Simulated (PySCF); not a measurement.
Bi(Et)2(OH), SMILES C[CH2][Bi]([OH])[CH2]C (C₄H₁₁BiO) (GFN2-xTB optimised geometry):

```
17

Bi    -1.389    -1.489     0.000
C     -1.507     0.792     0.000
C     -0.866     1.428    -1.217
H     -1.024     1.133     0.912
H     -2.559     1.060     0.054
H     -1.359     1.089    -2.126
H      0.190     1.171    -1.275
H     -0.945     2.515    -1.178
C      0.889    -1.489     0.000
C      1.469    -0.923     1.285
H      1.223    -0.907    -0.853
H      1.217    -2.515    -0.145
H      1.143    -1.503     2.147
H      1.154     0.108     1.428
H      2.559    -0.941     1.260
O     -1.492    -1.666    -2.091
H     -0.839    -1.089    -2.483
```

Calculation: PBE0/def2-SVP, def2 effective core potentials past Kr in PySCF.

What are the frontier orbital energies and the dipole moment?

HOMO-2 -8.23 eV, HOMO-1 -6.97 eV, HOMO -6.74 eV, LUMO -0.44 eV, LUMO+1 0.49 eV; dipole moment 2.47 D.

On the same geometry PBE/def2-SVP, def2 effective core potentials past Kr (PySCF) gives HOMO-2 -6.71 eV, HOMO-1 -5.67 eV, HOMO -5.52 eV, LUMO -1.23 eV, LUMO+1 -0.24 eV; dipole moment 2.25 D.
